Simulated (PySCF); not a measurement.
Molecule: `[SiH3]N[SiH2][PH3+]`, [H9NPSi2]+.

Bonds (- single, = double, # triple, : aromatic): Si1-N2, N2-Si3, Si3-P4. Si1 carries H5, H6, H7; N2 carries H8; Si3 carries H9, H10; P4 carries H11, H12, H13. Formal charges: P4 +1.

Total charge +1.

Frames of a GFN2-xTB Langevin trajectory at 600 K; GIAO PBE0/pcSseg-1 shieldings in PySCF 2.14.0 with density-fitted response routines, gas phase, non-relativistic; equivalent atoms averaged within each frame.

δ = σ(ref) − σ, references computed at the same level: ²⁹Si (σ = 349.16 ppm) and ¹H (σ = 31.72 ppm) vs TMS; ¹⁵N (σ = 267.73 ppm) vs NH3; ³¹P (σ = 318.38 ppm) vs H3PO4. The references are static minima.

How do the shifts (ppm) fluctuate along the trajectory?

## Answers


```tsv
time (fs)	Si1	Si3	N2	P4	H9/H10	H5/H6/H7	H11/H12/H13	H8
250	-36.5	-46.0	42.6	-232.2	6.32	5.27	4.29	4.07
425	-36.4	38.7	49.4	-206.9	6.11	5.54	5.07	2.90
625	-29.1	-2.4	61.4	-205.9	6.73	5.53	5.15	4.25
800	-26.8	27.4	58.5	-298.4	7.57	5.34	2.60	2.37
1000	-23.7	26.8	67.1	-261.4	6.82	6.79	3.85	2.33
mean of frames	-30.5	8.9	55.8	-241.0	6.71	5.69	4.19	3.18
standard deviation	5.8	34.2	9.8	39.3	0.56	0.62	1.04	0.92
```

5 frames give an uncertainty of the mean of about the standard deviation over 2.2 at best, since frames this close in time may not be independent; classical motion lacks zero-point vibration, and the reference would need the same averaging.
